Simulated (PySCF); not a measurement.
CH9HfN3, SMILES [CH3][Hf]([NH2])([NH2])[NH2], multiplicity 1. Geometry optimised at PBE0-D3(BJ)/def2-SVP. The spin state was assumed, not searched. The def2 effective core potentials stand for the cores of Hf; spin–orbit coupling is left out. Other conformers were not sampled.

Q: Give the equilibrium geometry at PBE0-D3(BJ)/def2-SVP (PySCF confirms it by a frequency run) as bond lengths and angles, and its point group. (Estimate from the structure and the level; the computed values follow.)

A: This is not unique; one that fits is point group C3.
Atoms: Hf1 N2 H3 H4 N5 H6 H7 N8 H9 H10 C11 H12 H13 H14. Bonded distances (Å): Hf1–N2 2.042, Hf1–N5 2.042, Hf1–N8 2.042, Hf1–C11 2.241, N2–H3 1.019, N2–H4 1.017, N5–H6 1.019, N5–H7 1.017, N8–H9 1.019, N8–H10 1.017, C11–H12 1.106, C11–H13 1.106, C11–H14 1.106. Angles (°): N2–Hf1–N5 111.4, N2–Hf1–N8 111.4, N2–Hf1–C11 107.4, N5–Hf1–N8 111.4, N5–Hf1–C11 107.4, N8–Hf1–C11 107.4, Hf1–N2–H3 123.2, Hf1–N2–H4 128.9, H3–N2–H4 107.9, Hf1–N5–H6 123.2, Hf1–N5–H7 128.9, H6–N5–H7 107.9, Hf1–N8–H9 123.2, Hf1–N8–H10 128.9, H9–N8–H10 107.9, Hf1–C11–H12 112.1, Hf1–C11–H13 112.1, Hf1–C11–H14 112.1, H12–C11–H13 106.7, H12–C11–H14 106.7, H13–C11–H14 106.7.
